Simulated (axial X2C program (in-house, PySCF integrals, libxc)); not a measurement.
# How long does WB⁻ take?

A bond scan computed with an axial X2C code built on PySCF integrals. Basis: W dyall-acv3z [14s15p10d7f4g], B dyall-av3z [8s7p3d2f] (cores contracted in-house).

Input:
```json
{"zs": [74, 5], "q": -1, "bas": ["dyall-acv3z", "dyall-av3z"], "levels": ["PBE0", "HF", "PBE50"], "cc": true, "r0": 2.22, "thr": -1.0, "nmax": 90, "npts": 10, "nst": 2, "ntry": 6}
```
```bash
python so2c.py task.json out
```

Keys: zs atomic numbers; q charge; bas basis sets; levels methods; cc coupled cluster on or off; r0 starting distance in Å; thr threshold in hartree for freezing inner shells (an s shell follows its p shell); nmax most natural virtual spinors; npts points on the curve; nst determinants followed; ntry starts of the search. HF also brings MP2.

Hardware: 1 thread of Arm Neoverse V2 (shared host).

Wall time of one point of each curve, integrals apart:

| Hamiltonian | level | points | seconds a point |
| --- | --- | --- | --- |
| spin-free | PBE0 | 10 | 2.2 |
| spin-free | HF | 10 | 0.98 |
| spin-free | CCSD(T) (10 electrons, 90 virtuals) | 7 | 5.7 |
| spin-free | PBE50 | 10 | 1.5 |
| 2c | PBE0 | 10 | 5 |
| 2c | HF | 10 | 2.2 |
| 2c | CCSD(T) (10 electrons, 90 virtuals) | 7 | 7.8 |
| 2c | PBE50 | 10 | 4.4 |

The rest:

Search with its distance optimisation 110 s, atoms 56 s, whole task 430 s. Coupled cluster runs on the points near the minimum only. The program drops outer points, and coupled cluster, when its time limit (not in the input) nears; MP2, further determinants and curves that did not converge are not in the table.
